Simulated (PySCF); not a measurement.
SMILES C=P(C)(C)COC, C5H13OP

Geometry (Å), atoms numbered from 1 in this order:
```xyz
20

C    -2.368    0.594   -1.392
P    -1.033    0.232   -0.401
C    -1.368   -1.277    0.558
C    -0.808    1.548    0.835
C     0.791   -0.085   -0.854
O     1.552   -0.350    0.297
C     2.906   -0.592    0.015
H    -2.234    1.538   -1.915
H    -2.582   -0.215   -2.086
H    -2.320   -1.141    1.067
H    -0.566   -1.449    1.273
H    -1.446   -2.123   -0.122
H    -0.029    1.267    1.540
H    -1.759    1.691    1.343
H    -0.533    2.472    0.329
H     1.171    0.802   -1.391
H     0.827   -0.932   -1.562
H     3.396   -0.784    0.968
H     3.372    0.276   -0.468
H     3.026   -1.463   -0.641
```

Level of theory: PySCF 2.14.0, GIAO KT3/pcSseg-1 magnetisability, rotational g tensor and spin-rotation constants, non-relativistic, gas phase. Geometry: GFN2-xTB.

**Question.** Give the nuclear spin-rotation constants along the inertial axes (H = +C I·J) beside the isotropic shieldings.

**Answer.** Rotational constants 3.6423, 1.2239, 1.1952 GHz. A star marks the isotopologue with that one atom substituted, in its own axes.
| atom | isotope | Caa (kHz) | Cbb (kHz) | Ccc (kHz) | mean (kHz) | σ (ppm) |
| --- | --- | --- | --- | --- | --- | --- |
| P2 | 31P | 5.421 | 2.129 | 1.584 | 3.045 | 347.4 |
| H8 | 1H | -0.386 | -0.038 | -0.088 | -0.171 | 31.8 |
| H9 | 1H | -0.386 | -0.038 | -0.088 | -0.171 | 31.8 |
| H10 | 1H | -0.101 | -0.131 | -0.080 | -0.104 | 30.7 |
| H11 | 1H | -0.105 | -0.128 | -0.069 | -0.101 | 30.1 |
| H12 | 1H | -0.440 | -0.003 | -0.092 | -0.178 | 30.5 |
| H13 | 1H | -0.106 | -0.128 | -0.069 | -0.101 | 30.1 |
| H14 | 1H | -0.100 | -0.131 | -0.080 | -0.104 | 30.7 |
| H15 | 1H | -0.439 | -0.003 | -0.092 | -0.178 | 30.5 |
| H16 | 1H | -0.335 | -0.010 | -0.074 | -0.140 | 28.6 |
| H17 | 1H | -0.335 | -0.010 | -0.074 | -0.140 | 28.6 |
| H18 | 1H | -0.217 | -0.123 | 0.015 | -0.108 | 27.8 |
| H19 | 1H | -0.355 | -0.004 | -0.069 | -0.142 | 28.4 |
| H20 | 1H | -0.355 | -0.004 | -0.069 | -0.143 | 28.4 |
| C1 | 13C* | 0.496 | 0.142 | 0.132 | 0.256 | 184.0 |
| C3 | 13C* | 0.484 | 0.162 | 0.174 | 0.274 | 172.1 |
| C5 | 13C* | 0.769 | 0.343 | 0.287 | 0.466 | 101.8 |
| O6 | 17O* | -0.373 | -0.116 | -0.081 | -0.190 | 289.9 |
| C7 | 13C* | 0.527 | 0.298 | 0.289 | 0.371 | 122.1 |

For the geometry as given, no vibrational averaging.

**Question.** How do the rotational constants and the g tensor change when H8, H9, H10, H11, H12, H13, H14, H15, H16, H17, H18, H19, H20 are replaced by deuterium?

**Answer.** Constants 2.7463, 1.0255, 0.9995 GHz; g -0.0006, -0.0069, -0.0051, against -0.0006, -0.0082, -0.0061 before.
